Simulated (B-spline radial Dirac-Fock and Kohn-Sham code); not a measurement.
**X-ray form factors of iodine in several charge states**

These are calculated numbers from a radial atomic solver; the model is relativistic Hartree-Fock (Dirac-Fock) wave functions, averaged over the configuration.

Configurations: I [Kr] 4d10 5s2 5p5; I²⁺ [Kr] 4d10 5s2 5p3; I³⁺ [Kr] 4d10 5s2 5p2; I⁵⁺ [Kr] 4d10 5s2. The first column is f₀ of I, the others are differences from it.

```tsv
s (Å⁻¹)	I	Δ I²⁺	Δ I³⁺	Δ I⁵⁺
0	53.000	-2.000	-3.000	-5.000
0.05	51.907	-1.665	-2.542	-4.345
0.1	49.134	-0.934	-1.515	-2.819
0.15	45.693	-0.287	-0.551	-1.266
0.2	42.333	+0.055	+0.014	-0.215
0.25	39.331	+0.147	+0.210	+0.271
0.3	36.676	+0.119	+0.200	+0.371
0.35	34.281	+0.063	+0.123	+0.285
0.4	32.077	+0.018	+0.047	+0.152
0.45	30.032	-0.009	-0.003	+0.039
0.5	28.141	-0.020	-0.029	-0.034
0.6	24.851	-0.019	-0.035	-0.077
0.7	22.226	-0.009	-0.019	-0.054
0.8	20.191	-0.002	-0.005	-0.021
0.9	18.599	+0.002	+0.003	+0.002
1	17.294	+0.003	+0.005	+0.011
1.1	16.151	+0.002	+0.005	+0.012
1.2	15.091	+0.001	+0.003	+0.009
1.4	13.082	0.000	0.000	+0.001
1.6	11.213	-0.001	-0.002	-0.004
```
